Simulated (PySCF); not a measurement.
Coordinates in bohr (charge 0 multiplicity 2):
```
As    0.0133   -0.0515    0.0000
H    -0.4932    1.9150    2.0584
H    -0.4932    1.9150   -2.0584
```

All numbers come from UB3LYP/[As def2-TZVP, H def2-TZVP], no relativity, density fitting, PySCF.

This geometry of AsH₂ is a stationary point at this level.

What is the point group?

C2v.

Is it a minimum?

Yes: all harmonic wavenumbers are real.

Which band is strongest in the infrared?

2169 cm⁻¹ (b2), 121 km/mol.

What are the dipole moment and the gap between the highest occupied and lowest empty levels of either spin?

0.19 D and 3.04 eV.

What is the atomisation energy, with and without zero-point energy?

604 kJ/mol without, 573 kJ/mol with.

Other isomers or separated fragments may lie lower.
